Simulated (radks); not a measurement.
Values are calculated unless marked as measured or tabulated.
Kinetic energies: the exact non-interacting value of the Kohn-Sham orbitals and orbital-free approximations, as 100 (|E| - |E exact|)/|E exact|, negative where the magnitude is too small. Species: Xe43+ [Ne] 3s1; Lu+ [Xe] 4f14 6s2; Ti15+ [He] 2s2 2p3; Mg2+ [Ne]; Cd [Kr] 4d10 5s2. Level of theory: non-relativistic Kohn-Sham, LDA (Slater exchange, Perdew-Wang correlation), spin-polarised, spherical densities, point nucleus (a radial shooting solver on a logarithmic mesh with Libxc functionals). Every spin shell is full or empty, so the densities are truly spherical. Functionals are evaluated on that one density, not self-consistently.

functional         Xe43+      Lu+    Ti15+     Mg2+       Cd
exact (hartree)  5485.07  13842.7  693.427  197.727  5459.10
Thomas-Fermi       -6.27    -4.86    -8.13    -7.93    -5.35
von Weizsacker    -45.28   -63.12   -30.28   -33.56   -57.93
TF + vW           +48.44   +32.01   +61.59   +58.51   +36.71
TF + vW/9          -0.19    -0.77    -0.38    -0.55    -0.68
TF + vW/5          +4.67    +2.51    +5.82    +5.36    +3.06
APBEK              +0.56    -0.02    +0.08    +0.20    +0.13
revAPBEK           +0.86    +0.13    +0.58    +0.62    +0.31
Perdew 92          -0.18    -0.76    -0.36    -0.53    -0.67
Thakkar            +0.11    -0.81    -0.10    -0.04    -0.56
DePristo-Kress     +0.44    -0.26    -0.45    -0.03    -0.09
